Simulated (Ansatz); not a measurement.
C3H7O (SMILES [CH2-]OCC), charge -1, singlet, at a GFN2-xTB geometry (a gas-phase anion, which may not be bound at this level); Ansatz (an electronic-structure program) with SVWN5/6-31G.

The Ansatz input:
Ansatz 0.2 input:
```yaml
crystal:
  periodic: [false, false, false]
  atoms:
    - {symbol: O, position_ang: [0.03611404, -0.77593725, 0.00088671]}
    - {symbol: C, position_ang: [0.02606095, 0.60066436, -0.00046830]}
    - {symbol: C, position_ang: [1.38198523, -1.38415851, 0.00690185]}
    - {symbol: C, position_ang: [-1.40696629, 1.14758787, -0.00677684]}
    - {symbol: H, position_ang: [0.56020300, 1.00696541, 0.89188748]}
    - {symbol: H, position_ang: [0.56739495, 1.00526473, -0.88925576]}
    - {symbol: H, position_ang: [1.92930273, -0.90586634, -0.88026457]}
    - {symbol: H, position_ang: [1.92212424, -0.90416885, 0.89754425]}
    - {symbol: H, position_ang: [-1.93120833, 0.78992516, -0.89091279]}
    - {symbol: H, position_ang: [-1.93833386, 0.79161013, 0.87377814]}
    - {symbol: H, position_ang: [-1.40487439, 2.23920543, -0.00781069]}
basis:
  gaussian:
    orbitals: 6-31G
hamiltonian:
  xc: {name: SVWN5}
total_charge: -1
accuracy: high
```

Problem. Predict the main parts of the log of this Ansatz run.

Solution. 
```
Functional definition: SVWN5
1346 factors; integrals over basis functions are off by at most 3.5e-9 eV
mean field evaluation 1: about -5217.3520 eV, gradient 4.1e1 eV
mean field evaluation 2: about -5181.7786 eV, gradient 8.1e1 eV
mean field evaluation 4: about -5221.5338 eV, gradient 1.1e1 eV
mean field evaluation 8: about -5221.9751 eV, gradient 4.9e-1 eV
mean field evaluation 16: about -5221.9578 eV, gradient 4.2e-5 eV
mean field -5221.95778844 eV, -191.9034091549 hartree, gradient 2.3e-8 eV, S^2 0.000000; 0 other end points of the search recorded, 0 dependent functions left out
reference -5221.95779106 eV, -191.9034092512 hartree; 17, 17 occupied and 33, 33 virtual orbitals, 1346 factors
Total energy: -5221.95779106 eV, -191.9034092512 hartree
```
